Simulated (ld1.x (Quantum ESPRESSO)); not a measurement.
## An all-electron radial function and its pseudo partner (Ga (Z = 31))

Columns: radius, all-electron u(r) and pseudo u(r) of the 4p shell (level -2.58 eV) of gallium in the configuration [Ar] 3d10 4s2 4p1; PBE, scalar-relativistic, TM semilocal scheme, ld1.x (Quantum ESPRESSO) 7.5.

```csv
r (bohr),all-electron,pseudo
0.105,0.1221,0.0021
0.210,0.0347,0.0084
0.315,-0.1091,0.0189
0.420,-0.1921,0.0337
0.525,-0.2037,0.0527
0.630,-0.1653,0.0761
0.735,-0.0994,0.1039
0.840,-0.0218,0.1357
0.945,0.0579,0.1715
1.050,0.1343,0.2105
1.155,0.2047,0.2519
1.260,0.2680,0.2946
1.365,0.3238,0.3371
1.470,0.3722,0.3779
1.575,0.4137,0.4157
1.680,0.4488,0.4493
1.785,0.4780,0.4781
1.890,0.5019,0.5019
1.995,0.5210,0.5210
2.100,0.5358,0.5358
2.205,0.5467,0.5467
2.310,0.5541,0.5541
2.415,0.5585,0.5585
2.520,0.5601,0.5601
2.625,0.5595,0.5595
2.730,0.5567,0.5567
```

**Question.** How many radial nodes do the two functions have?

**Answer.** The all-electron 4p function has n − l − 1 = 2; the pseudo-wave has 0, since the states of the same l below it are removed with the core.

**Question.** At about which radius was the pseudo-wave matched?

**Answer.** 2.10 bohr. The columns agree to 0.0005 from 1.78 bohr on; several derivatives are matched, so the curves merge somewhat inside the radius.

**Question.** Is the pseudo-wave norm-conserving?

**Answer.** Yes: the TM semilocal scheme keeps the norm inside the radius equal to the all-electron one, which fixes the energy derivative of the logarithmic derivative at the level.
